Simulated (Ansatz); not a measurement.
Two members of one family (Oligo(p-phenylene), dithiol), computed with Ansatz in the gas phase. Binding counts from free atoms in the multiplicity of their measured ground term, without zero-point energy. Sets without diffuse functions give affinities that are too small. A dash marks a value that wasn't run or was left out as unsound. The structures are stationary points that may keep the symmetry of their start. Remarks come from the PBE and PBE0 runs and from stability tests at other levels; not every state was tested. A HOMO above zero means that the electron is unbound at that level and held by the basis, or that self-interaction error raises the level; the energy of removing that electron tells which.

First: Sc1ccc(-c2ccc(-c3ccc(S)cc3)cc2)cc1 (singlet, charge 0, PBE-D4/def2-SVP geometry).

```xyz
34

S    -6.690    2.856    1.985
C    -5.140    2.166    1.465
C    -4.131    2.004    2.439
C    -2.889    1.470    2.086
C    -2.601    1.074    0.759
C    -1.283    0.509    0.391
C    -0.097    0.936    1.032
C     1.149    0.407    0.681
C     1.272   -0.577   -0.327
C     2.592   -1.136   -0.701
C     3.762   -0.347   -0.656
C     5.012   -0.866   -1.012
C     5.134   -2.208   -1.425
S     6.675   -2.949   -1.895
C     3.974   -3.011   -1.474
C     2.732   -2.479   -1.119
C     0.085   -1.005   -0.965
C    -1.159   -0.476   -0.615
C    -3.622    1.242   -0.202
C    -4.869    1.778    0.138
H    -7.295    2.804    0.767
H    -4.326    2.291    3.483
H    -2.130    1.329    2.870
H    -0.150    1.714    1.808
H     2.047    0.750    1.214
H     3.693    0.712   -0.362
H     5.899   -0.216   -0.977
H     7.445   -1.846   -1.685
H     4.049   -4.064   -1.783
H     1.848   -3.135   -1.140
H     0.143   -1.757   -1.766
H    -2.063   -0.848   -1.121
H    -3.430    0.972   -1.250
H    -5.636    1.905   -0.642
```

```csv
level,HOMO (eV),LUMO (eV),gap (eV),vertical IE (eV),vertical EA (eV),vertical triplet (eV),binding per atom (eV)
PBE-D4/def2-SVP,-4.91,-2.05,2.85,–,–,–,5.38
PBE-D4/def2-TZVP,-5.01,-2.19,2.82,6.69,0.54,2.68,5.30
r2SCAN-D4/def2-TZVP,-5.15,-2.09,3.06,–,–,–,5.13
PBE0-D4/def2-SVP,-5.82,-1.38,4.44,–,–,–,5.26
PBE0-D4/def2-TZVP,-5.87,-1.48,4.39,7.04,0.38,3.06,5.19
```

Remarks: HOMO above zero (-1 doublet).

Second: Sc1ccc(-c2ccc(-c3ccc(-c4ccc(S)cc4)cc3)cc2)cc1 (singlet, charge 0, PBE-D4/def2-SVP geometry).

| atom | x (Å) | y (Å) | z (Å) |
| --- | --- | --- | --- |
| S1 | -6.5961 | 3.5445 | -6.1883 |
| C2 | -5.3846 | 2.8494 | -5.0956 |
| C3 | -4.5806 | 1.7409 | -5.4331 |
| C4 | -3.6446 | 1.2438 | -4.5215 |
| C5 | -3.4672 | 1.8278 | -3.2470 |
| C6 | -2.4706 | 1.2983 | -2.2887 |
| C7 | -2.1632 | -0.0810 | -2.2330 |
| C8 | -1.2218 | -0.5802 | -1.3304 |
| C9 | -0.5343 | 0.2733 | -0.4359 |
| C10 | 0.4659 | -0.2561 | 0.5176 |
| C11 | 1.6011 | 0.5017 | 0.8881 |
| C12 | 2.5477 | 0.0002 | 1.7862 |
| C13 | 2.4092 | -1.2846 | 2.3608 |
| C14 | 3.4135 | -1.8167 | 3.3092 |
| C15 | 4.7821 | -1.4854 | 3.1936 |
| C16 | 5.7367 | -1.9868 | 4.0844 |
| C17 | 5.3510 | -2.8441 | 5.1350 |
| S18 | 6.4918 | -3.5284 | 6.3068 |
| C19 | 3.9865 | -3.1820 | 5.2667 |
| C20 | 3.0428 | -2.6778 | 4.3673 |
| C21 | 1.2731 | -2.0402 | 1.9908 |
| C22 | 0.3269 | -1.5403 | 1.0929 |
| C23 | -0.8417 | 1.6526 | -0.4917 |
| C24 | -1.7853 | 2.1513 | -1.3926 |
| C25 | -4.2797 | 2.9385 | -2.9253 |
| C26 | -5.2219 | 3.4424 | -3.8263 |
| H27 | -6.4017 | 2.6645 | -7.2084 |
| H28 | -4.6797 | 1.2682 | -6.4223 |
| H29 | -3.0118 | 0.3952 | -4.8212 |
| H30 | -2.6903 | -0.7801 | -2.8999 |
| H31 | -0.9971 | -1.6579 | -1.3288 |
| H32 | 1.7531 | 1.4987 | 0.4485 |
| H33 | 3.4091 | 0.6273 | 2.0628 |
| H34 | 5.1164 | -0.8410 | 2.3671 |
| H35 | 6.7956 | -1.7165 | 3.9537 |
| H36 | 7.6035 | -2.9230 | 5.8041 |
| H37 | 3.6610 | -3.8380 | 6.0878 |
| H38 | 1.9836 | -2.9384 | 4.5076 |
| H39 | 1.1391 | -3.0525 | 2.4031 |
| H40 | -0.5520 | -2.1526 | 0.8429 |
| H41 | -0.3408 | 2.3462 | 0.2007 |
| H42 | -1.9836 | 3.2335 | -1.4174 |
| H43 | -4.1934 | 3.4038 | -1.9326 |
| H44 | -5.8478 | 4.3013 | -3.5378 |

Q: Estimate how these quantities change from the first to the second (second minus first).

A: 
```tsv
level	Δ HOMO (eV)	Δ LUMO (eV)	Δ gap (eV)	Δ vertical IE (eV)	Δ vertical EA (eV)	Δ vertical triplet (eV)	Δ binding per atom (eV)
PBE-D4/def2-SVP	-0.01	-0.16	-0.15	–	–	–	0.09
PBE-D4/def2-TZVP	0.00	-0.14	-0.14	-0.20	0.33	-0.11	0.08
r2SCAN-D4/def2-TZVP	0.01	-0.15	-0.16	–	–	–	0.08
PBE0-D4/def2-SVP	0.02	-0.17	-0.19	–	–	–	0.08
PBE0-D4/def2-TZVP	0.03	-0.16	-0.19	-0.16	0.27	-0.05	0.08
```

Remarks: HOMO above zero (-1 doublet).
